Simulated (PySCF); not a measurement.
## Potential energy of SnS along the bond

Set-up: PySCF, spin-free X2C with a Gaussian nucleus, basis sets Sn x2c-SVPall, S x2c-SVPall. Energies in eV from Sn + S in their ground configurations at the same level. State: ¹Σ⁺ (singlet), closed shell.

All columns are PBE0. A positive dipole means Sn(−)S(+).

```json
{"R (Å)": "1.911", "E (eV)": "-3.164", "μ (D)": "-1.66", "Mulliken charge on Sn (basis-dependent)": "0.23", "HOMO (eV)": "-7.17", "LUMO (eV)": "-1.75", "Mayer bond order": "2.41", "⟨S²⟩": "0.00"}
{"R (Å)": "2.000", "E (eV)": "-4.131", "μ (D)": "-2.10", "Mulliken charge on Sn (basis-dependent)": "0.26", "HOMO (eV)": "-7.28", "LUMO (eV)": "-1.95", "Mayer bond order": "2.39", "⟨S²⟩": "0.00"}
{"R (Å)": "2.089", "E (eV)": "-4.662", "μ (D)": "-2.53", "Mulliken charge on Sn (basis-dependent)": "0.29", "HOMO (eV)": "-7.36", "LUMO (eV)": "-2.14", "Mayer bond order": "2.37", "⟨S²⟩": "0.00"}
{"R (Å)": "2.155", "E (eV)": "-4.850", "μ (D)": "-2.84", "Mulliken charge on Sn (basis-dependent)": "0.31", "HOMO (eV)": "-7.39", "LUMO (eV)": "-2.27", "Mayer bond order": "2.36", "⟨S²⟩": "0.00"}
{"R (Å)": "2.222", "E (eV)": "-4.901", "μ (D)": "-3.13", "Mulliken charge on Sn (basis-dependent)": "0.33", "HOMO (eV)": "-7.26", "LUMO (eV)": "-2.41", "Mayer bond order": "2.35", "⟨S²⟩": "0.00"}
{"R (Å)": "2.289", "E (eV)": "-4.848", "μ (D)": "-3.42", "Mulliken charge on Sn (basis-dependent)": "0.34", "HOMO (eV)": "-7.08", "LUMO (eV)": "-2.53", "Mayer bond order": "2.35", "⟨S²⟩": "0.00"}
{"R (Å)": "2.377", "E (eV)": "-4.658", "μ (D)": "-3.77", "Mulliken charge on Sn (basis-dependent)": "0.35", "HOMO (eV)": "-6.87", "LUMO (eV)": "-2.70", "Mayer bond order": "2.34", "⟨S²⟩": "0.00"}
{"R (Å)": "2.489", "E (eV)": "-4.291", "μ (D)": "-4.17", "Mulliken charge on Sn (basis-dependent)": "0.36", "HOMO (eV)": "-6.63", "LUMO (eV)": "-2.89", "Mayer bond order": "2.34", "⟨S²⟩": "0.00"}
{"R (Å)": "2.622", "E (eV)": "-3.742", "μ (D)": "-4.60", "Mulliken charge on Sn (basis-dependent)": "0.36", "HOMO (eV)": "-6.39", "LUMO (eV)": "-3.09", "Mayer bond order": "2.34", "⟨S²⟩": "0.00"}
{"R (Å)": "2.800", "E (eV)": "-2.942", "μ (D)": "-5.09", "Mulliken charge on Sn (basis-dependent)": "0.36", "HOMO (eV)": "-6.13", "LUMO (eV)": "-3.33", "Mayer bond order": "2.34", "⟨S²⟩": "0.00"}
```

A fit through these points gives, at Re = 2.218 Å, μ = -3.12 D and dμ/dR = -4.35 D/Å; the reduced mass is 25.24 u.

Problem. How strong is the fundamental in the double-harmonic approximation, I = 42.26·(dμ/dR)²/μred km/mol?

Solution. I = 42.26·(-4.35)²/25.24 = 31.7 km/mol at PBE0.

Spin–orbit coupling is left out, which matters for elements this heavy, above all for dissociation energies.
